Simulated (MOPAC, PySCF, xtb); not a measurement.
Potential energy surface of Ga₂O, singlet: symmetric bend, bond length relaxed. Scanned: Ga-O-Ga angle. Other coordinates (O-Ga bond length) were minimised at PBE0/def2-TZVP.

Levels of theory: GFN1-xTB (xtb); RKS-B3LYP/6-31G* = restricted B3LYP/6-31G*, spherical d (PySCF 2.14.0); PM7, restricted, heats of formation (MOPAC); wB97X-V/cc-pVDZ (PySCF).

Energies relative to the lowest point of each profile, in mEh; the last columns give the difference from wB97X-V:

| a / ° | GFN1-xTB | RKS-B3LYP/6-31G* | PM7 | wB97X-V | GFN1-xTB − wB97X-V | RKS-B3LYP/6-31G* − wB97X-V | PM7 − wB97X-V |
|---|---|---|---|---|---|---|---|
| 180 | 0.0 | 0.1 | 0.0 | 0.0 | 0.0 | 0.1 | 0.0 |
| 170 | 0.4 | 0.1 | 0.2 | 0.1 | 0.2 | 0.0 | 0.1 |
| 160 | 1.3 | 0.0 | 1.0 | 0.4 | 0.8 | -0.4 | 0.6 |
| 150 | 3.0 | 0.1 | 2.3 | 1.1 | 1.9 | -1.0 | 1.2 |
| 140 | 5.7 | 0.7 | 4.2 | 2.3 | 3.4 | -1.6 | 1.9 |
| 130 | 9.4 | 2.1 | 6.7 | 4.3 | 5.1 | -2.2 | 2.4 |
| 120 | 14.2 | 5.0 | 9.9 | 7.7 | 6.6 | -2.7 | 2.2 |
| 110 | 20.0 | 10.1 | 14.2 | 13.1 | 6.9 | -3.0 | 1.1 |
| 100 | 25.6 | 18.2 | 20.3 | 21.4 | 4.2 | -3.2 | -1.1 |
| 90 | 29.8 | 30.4 | 31.1 | 34.3 | -4.5 | -3.9 | -3.2 |
| 80 | 33.0 | 49.0 | 53.6 | 54.5 | -21.6 | -5.5 | -0.9 |

GFN1-xTB is furthest from wB97X-V at 80 (-21.6 mEh, below); its mean absolute difference over the points is 5.0 mEh.

RKS-B3LYP/6-31G* is furthest from wB97X-V at 80 (-5.5 mEh, below); its mean absolute difference over the points is 2.1 mEh.

PM7 is furthest from wB97X-V at 90 (-3.2 mEh, below); its mean absolute difference over the points is 1.3 mEh.
